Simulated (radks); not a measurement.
Coulomb parameter of the 5d shell of neutral tantalum in the model configuration [Xe] 4f14 5d1 6s2 6p2, as a second difference U = [E(n + 0.5) + E(n - 0.5) - 2 E(n)] / (0.5)^2 with all orbitals relaxed. "Bare": the charge of the atom changes with n. "Screened": the 6p shell takes up the change at fixed total charge, which measures U(5d,5d) + U(6p,6p) - 2 U(5d,6p). Calculated with a radial shooting solver on a logarithmic mesh with Libxc functionals: Dirac Kohn-Sham, PBEsol, spin-unpolarised, spherical densities, finite nucleus; open shells are shared between the two j in proportion to 2j + 1; Fermi nuclear charge, rms radius 5.3507 fm.

[
 {"case": "start", "configuration": "[Xe] 4f14 5d1 6s2 6p2", "E - E(n) (eV)": "0.000"},
 {"case": "bare +0.5", "configuration": "[Xe] 4f14 5d1.5 6s2 6p2", "E - E(n) (eV)": "-3.428"},
 {"case": "bare -0.5", "configuration": "[Xe] 4f14 5d0.5 6s2 6p2", "E - E(n) (eV)": "5.514"},
 {"case": "screened +0.5", "configuration": "[Xe] 4f14 5d1.5 6s2 6p1.5", "E - E(n) (eV)": "-2.567"},
 {"case": "screened -0.5", "configuration": "[Xe] 4f14 5d0.5 6s2 6p2.5", "E - E(n) (eV)": "3.034"}
]

U(bare) = 8.344 eV, U(screened by 6p) = 1.865 eV, against the Slater integral F0(5d,5d) = 12.531 eV with frozen orbitals. The step up makes a negative ion, whose loosely bound charge lowers the bare value.
